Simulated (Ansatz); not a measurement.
A structure relaxed at PBE0-D4/def2-TZVP, charge 0, multiplicity 1:

Cartesian coordinates in Å:
```
C 0.0327 0.5322 2.5358
C -0.2718 0.2919 1.3967
C -0.5896 0.0036 0.0204
C -0.5854 1.2450 -0.8711
Sn 0.8399 -1.4809 -0.6846
H 0.2918 0.7447 3.5455
H -1.5661 -0.4882 -0.0285
H -1.3164 1.9771 -0.5176
H -0.8355 0.9859 -1.9024
H 0.3933 1.7293 -0.8687
H 0.4461 -1.8900 -2.2997
H 2.3950 -0.7825 -0.6290
H 0.7659 -2.8681 0.3033
```

Give its formula and SMILES.

C4H8Sn, `C#C[CH](C)[SnH3]`.

Point group (tolerance 0.08 Å, 0.16 Å for H)?

C1.

Summarise the bond lengths by kind.

3 × C–C 1.203 to 1.528 Å; 5 × C–H 1.064 to 1.095 Å; 1 × C–Sn 2.178 Å; 3 × H–Sn 1.705 to 1.712 Å.

Computed with Ansatz.
